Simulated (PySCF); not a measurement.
# Computed records: CH₄BNO, B₂H₅NO, CH₆BNO, CH₃FOSi

Calculation on a computer-drawn molecule: optimised geometry and harmonic frequencies of an isolated molecule of the commonest isotopes, restricted reference for singlets and unrestricted otherwise, frozen core in MP2. Program: PySCF 2.14.0.

Common to all runs: charge 0; multiplicity 1.

(1) CH₄BNO

Start structure:
```xyz
8
CH4BNO
N      1.2283     1.6191     1.1908
B      0.5985     1.0475     0.0307
C      0.0079     0.6314    -1.0390
O      0.1943    -0.5996    -1.7612
H      0.8712     1.4821     2.0806
H      2.0392     2.1963     1.1849
H     -0.8266     1.1833    -1.5815
H      0.8319    -1.1284    -1.2762
```

* method: HF
* basis: cc-pVDZ
* rotational constants: 50.18, 3.667, 3.484 GHz
* total energy: -194.1680 hartree
* convergence status largest gradient component: 3.33e-05 hartree/bohr

Drawn bonds:
| atom | other atom | order |
| --- | --- | --- |
| 1 | 2 | 1 |
| 2 | 3 | 2 |
| 3 | 4 | 1 |
| 1 | 5 | 1 |
| 1 | 6 | 1 |
| 3 | 7 | 1 |
| 4 | 8 | 1 |

Optimised structure:
```xyz
8
CH4BNO
N      1.2116     1.6222     1.1852
B      0.6293     1.0815     0.0732
C     -0.0013     0.5793    -1.0681
O      0.1635    -0.6063    -1.7488
H      0.8511     1.4870     2.1077
H      2.0242     2.2030     1.1452
H     -0.7617     1.1926    -1.5383
H      0.8280    -1.1276    -1.3270
```

Modes:
| frequency (cm⁻¹) | reduced mass (dalton) |
| --- | --- |
| 201.3 | 4.132 |
| 223.5 | 1.172 |
| 277.2 | 2.799 |
| 534.9 | 1.233 |
| 573.7 | 1.408 |
| 626.7 | 6.495 |
| 844.3 | 1.246 |
| 891.6 | 4.87 |
| 1046 | 1.352 |
| 1229 | 2.04 |
| 1310 | 1.669 |
| 1498 | 1.297 |
| 1717 | 1.15 |
| 1926 | 7.735 |
| 3332 | 1.086 |
| 3799 | 1.049 |
| 3898 | 1.099 |
| 4169 | 1.067 |

(2) B₂H₅NO

Start structure:
```xyz
9
B2H5NO
B     -0.1679     1.3357    -1.4637
N     -1.0757     0.6497    -0.6188
B     -0.9755     0.4592     0.8199
O      0.1384     0.8438     1.5736
H      0.8217     1.7875    -1.1053
H     -0.5987     1.4576    -2.6469
H     -1.9640     0.3265    -1.0001
H     -1.7973    -0.0604     1.4329
H      0.8661     1.3449     1.0306
```

- method: HF
- basis: cc-pVDZ
- rotational constants: 19.77, 5.69, 4.418 GHz
- total energy: -181.7263 hartree
- convergence status largest gradient component: 1.628e-05 hartree/bohr

Drawn bonds:
| atom | other atom | order |
| --- | --- | --- |
| 1 | 2 | 1 |
| 2 | 3 | 1 |
| 3 | 4 | 1 |
| 1 | 5 | 1 |
| 1 | 6 | 1 |
| 2 | 7 | 1 |
| 3 | 8 | 1 |
| 4 | 9 | 1 |

Optimised structure:
```xyz
9
B2H5NO
B     -0.2261     1.3353    -1.4831
N     -1.0992     0.6945    -0.5860
B     -0.9341     0.4686     0.8296
O      0.1521     0.8695     1.5233
H      0.8200     1.7818    -1.0892
H     -0.5194     1.4393    -2.6415
H     -1.9545     0.3428    -0.9694
H     -1.7967    -0.1028     1.4344
H      0.8051     1.3155     1.0041
```

Modes:
| frequency (cm⁻¹) | reduced mass (dalton) |
| --- | --- |
| 206.7 | 1.838 |
| 276 | 3.093 |
| 367.8 | 1.179 |
| 591.7 | 2.596 |
| 656.9 | 1.268 |
| 878.2 | 1.111 |
| 928 | 2.148 |
| 1007 | 1.484 |
| 1032 | 1.512 |
| 1098 | 1.376 |
| 1121 | 1.375 |
| 1239 | 1.345 |
| 1255 | 1.52 |
| 1391 | 1.425 |
| 1483 | 4.991 |
| 1573 | 1.995 |
| 2659 | 1.06 |
| 2727 | 1.11 |
| 2733 | 1.112 |
| 3824 | 1.076 |
| 4155 | 1.066 |

(3) CH₆BNO

Start structure:
```xyz
10
CH6BNO
N     -1.5336     1.4583     1.1059
B     -0.9229     0.4026     0.2902
C     -1.1849     0.4435    -1.2842
O     -0.4026    -0.3835    -2.0626
H     -1.3898     1.5195     2.1099
H     -2.0134     2.1893     0.7720
H     -0.3338    -0.3847     0.8650
H     -2.2776     0.0809    -1.4261
H     -1.0895     1.4557    -1.7233
H     -0.0976    -1.2049    -1.5108
```

* method: HF
* basis: cc-pVDZ
* rotational constants: 30.97, 3.732, 3.475 GHz
* total energy: -195.4009 hartree
* convergence status largest gradient component: 6.3e-06 hartree/bohr

Drawn bonds:
| atom | other atom | order |
| --- | --- | --- |
| 1 | 2 | 1 |
| 2 | 3 | 1 |
| 3 | 4 | 1 |
| 1 | 5 | 1 |
| 1 | 6 | 1 |
| 2 | 7 | 1 |
| 3 | 8 | 1 |
| 3 | 9 | 1 |
| 4 | 10 | 1 |

Optimised structure:
```xyz
10
CH6BNO
N     -1.4629     1.4801     1.1018
B     -0.9942     0.4391     0.3076
C     -1.2324     0.4062    -1.2649
O     -0.2566    -0.3174    -1.9870
H     -1.3584     1.4961     2.0943
H     -1.9327     2.2831     0.7368
H     -0.4262    -0.4786     0.8486
H     -2.2369    -0.0028    -1.4606
H     -1.2385     1.4144    -1.6878
H     -0.1069    -1.1435    -1.5529
```

Modes:
| frequency (cm⁻¹) | reduced mass (dalton) |
| --- | --- |
| 74.48 | 2.563 |
| 256.2 | 1.443 |
| 295.3 | 1.672 |
| 425.1 | 2.428 |
| 549.7 | 1.233 |
| 573.8 | 1.478 |
| 832.8 | 1.201 |
| 861 | 1.664 |
| 1025 | 1.551 |
| 1063 | 1.42 |
| 1166 | 4.335 |
| 1228 | 1.749 |
| 1271 | 1.149 |
| 1374 | 1.509 |
| 1458 | 1.534 |
| 1547 | 1.701 |
| 1580 | 1.07 |
| 1758 | 1.248 |
| 2651 | 1.096 |
| 3098 | 1.073 |
| 3207 | 1.088 |
| 3813 | 1.051 |
| 3916 | 1.098 |
| 4150 | 1.067 |

(4) CH₃FOSi

Start structure:
```xyz
7
CH3FOSi
C     -0.8056     1.7007     1.1457
Si    -0.9042     0.0352     1.1852
O     -0.1447    -1.0321     2.1282
F     -1.8290    -0.8362     0.2318
H     -1.3885     2.2819     0.4433
H     -0.1574     2.2461     1.8199
H      0.4652    -0.7186     2.7806
```

- method: MP2
- basis: cc-pV(D+d)Z
- rotational constants: ?

Drawn bonds:
| atom | other atom | order |
| --- | --- | --- |
| 1 | 2 | 2 |
| 2 | 3 | 1 |
| 2 | 4 | 1 |
| 1 | 5 | 1 |
| 1 | 6 | 1 |
| 3 | 7 | 1 |

To be estimated
1. Give the missing rotational constants for CH₃FOSi (entry 4).
2. Give the table of modes values for CH₃FOSi (entry 4).

Answers
1. 7.797, 6.524, 3.552 GHz
2. 
Modes:
| frequency (cm⁻¹) | reduced mass (dalton) |
| --- | --- |
| 243.4 | 17.65 |
| 244.8 | 2.551 |
| 266.3 | 1.066 |
| 321.5 | 7.822 |
| 514.9 | 1.068 |
| 568.2 | 1.208 |
| 698.2 | 1.385 |
| 767.3 | 8.344 |
| 836.7 | 1.485 |
| 996.7 | 4.374 |
| 1104 | 4.461 |
| 1363 | 1.269 |
| 3215 | 1.054 |
| 3328 | 1.116 |
| 3881 | 1.066 |

Further results for CH₃FOSi (entry 4):

- total energy: -503.5047 hartree
- convergence status largest gradient component: 1.684e-05 hartree/bohr

Optimised structure:
```xyz
7
CH3FOSi
C     -0.8010     1.7095     1.1501
Si    -0.9075     0.0241     1.1825
O     -0.1394    -1.0707     2.1376
F     -1.8492    -0.8520     0.2107
H     -1.3918     2.2917     0.4388
H     -0.1420     2.2468     1.8369
H      0.4667    -0.6724     2.7781
```
